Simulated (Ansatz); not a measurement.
`FC(F)CC(F)F` + H₂O → `OC(F)F` + `CC(F)F` at 400 K and 1 bar (formal hydrolysis of a C–C bond).

Calculated with Ansatz (gas phase, PBE0-D4/def2-TZVP geometries, no zero-point term in ΔE). CCSD(T)/CBS adds triple-zeta CCSD(T) − MP2 to the extrapolated MP2 energy (def2 sets, frozen cores). This one scheme is used for every species. Each species was taken in one conformer, which may not be the lowest.

```tsv
species	CCSD(T)/CBS energy (Eh)	H − E (kJ/mol)	S (J/(mol·K))
`FC(F)CC(F)F`	-515.73337	228.4	377.5
H₂O	-76.37941	69.8	198.6
`OC(F)F`	-314.01610	117.8	293.0
`CC(F)F`	-278.09861	180.4	302.7
```

H − E and S are ideal-gas, rigid-rotor, harmonic terms from PBE0-D4/def2-TZVP, for one conformer and one mirror image of each species. 1 Eh = 2625.50 kJ/mol, R = 8.31446 J/(mol·K).

By hand: ΔE, ΔH, ΔS and ΔG.

ΔE = (-314.01610) + (-278.09861) − (-515.73337) − (-76.37941) = -0.00193 Eh = -5.1 kJ/mol. Δ(H − E) = 117.8 + 180.4 − 228.4 − 69.8 = 0.0, so ΔH = -5.1 kJ/mol. ΔS = 293.0 + 302.7 − 377.5 − 198.6 = 19.6 J/(mol·K). ΔG = -5.1 − 400 × (19.6)/1000 = -12.9 kJ/mol.

By hand: the equilibrium constant, and the temperature at which ΔG would vanish if ΔH and ΔS stayed fixed.

log₁₀ K = −ΔG/(RT ln 10) = 1.7. ΔH and −TΔS have one sign here, so there is no such temperature. One of them is within its doubt of zero, so this could turn.

TΔS isn't small against ΔH here. A doubt of 5 kJ/mol in ΔE shifts log₁₀ K by 0.7 here. Other conformers and mirror images would add mixing entropy, several J/(mol·K) or more a flexible species. These are equilibria of isolated gas molecules and say nothing of rates. Largest T1 diagnostic: 0.012 (customary marks: 0.02 for closed shells, 0.045 for open ones).
